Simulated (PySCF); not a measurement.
**BeBr₂, singlet: structure and spectrum**

Computed with PBE0 in PySCF with Be def2-TZVP, Br def2-TZVP; no relativity; density-fitted integrals.

The structure is a minimum.

```json
{
 "Point group": "D∞h",
 "Bond lengths": "Be–Br 1.953 Å (×2)",
 "Bond angles": "Br–Be–Br 180.0°",
 "Atomisation energy without zero-point energy": "822 kJ/mol",
 "Entropy at 298.15 K and 1 bar": "274.1 J/(mol K)",
 "Enthalpy at 298.15 K above 0 K": "12.93 kJ/mol",
 "Principal quadrupole moments (Buckingham, traceless) about the centre of mass": "-2.64, 1.32, 1.32 D Å",
 "Principal polarisabilities": "41.1, 41.1, 72.8 bohr³",
 "Highest occupied level": "-8.86 eV",
 "Dipole moment": "0.00 D",
 "Zero-point energy": "10.0 kJ/mol",
 "Rotational constants": "0.02801 cm⁻¹",
 "Rotational symmetry number": "2",
 "Lowest empty level": "-0.58 eV",
 "Heat capacity Cp at 298.15 K": "53.4 J/(mol K)"
}
```

Harmonic modes (masses in u: Be 9.012, Br 78.918):
```json
{"symmetry": "πu", "ω (cm⁻¹)": "213", "IR (km/mol, summed over degenerate members)": "50.3", "μ (u)": "9.47"}
{"symmetry": "σg+", "ω (cm⁻¹)": "240", "IR (km/mol, summed over degenerate members)": "0.0", "μ (u)": "78.92"}
{"symmetry": "σu+", "ω (cm⁻¹)": "1003", "IR (km/mol, summed over degenerate members)": "402", "μ (u)": "9.47"}
```

In D∞h the vibrations span πu + σg+ + σu+. The σg+ mode carries no infrared intensity, as symmetry demands. With a centre of inversion only u modes can be infrared active and only g modes Raman active.

Charges (e):
```json
{"atom": "Be1", "Mulliken": "0.23", "Löwdin": "-0.64", "polar tensor": "0.94", "Mayer order to Be1": "–"}
{"atom": "Br2,3", "Mulliken": "-0.12", "Löwdin": "0.32", "polar tensor": "-0.47", "Mayer order to Be1": "1.36"}
```

Mulliken populations on Be1: s 2.57, p 0.99, d 0.20.

Counting electrons, beryllium keeps none of its valence electrons outside its bonds, so the VSEPR class is AX2 and the expected shape is linear (D∞h), as computed.

The final relaxation and frequency run took about 40 core-seconds on a shared host.
